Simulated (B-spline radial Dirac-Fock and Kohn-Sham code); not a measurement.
# Muonic isotope shifts in silicon

Method: the Dirac equation of a negative muon with reduced mass in the field of a spherical finite nucleus, with the Uehling potential to all orders; nuclear polarisation, deformation, hyperfine structure, self-energy, higher-order vacuum polarisation, relativistic recoil and electron screening are left out. Computed with an atomic code on a B-spline grid. Nuclear charge: Fermi distribution (skin thickness 2.3 fm); radii from Angeli and Marinova (2013). Reference ²⁹Si, radius 3.1176 fm: 2p3/2 → 1s1/2 400.4 keV, 3d5/2 → 2p3/2 76.63 keV.

```csv
A,radius (fm),δ⟨r²⟩ (fm²),shift 2p3/2 → 1s (keV),shift 3d5/2 → 2p3/2 (keV)
28,3.1224,+0.030,-0.09,-0.01
30,3.1336,+0.100,-0.09,+0.01
```
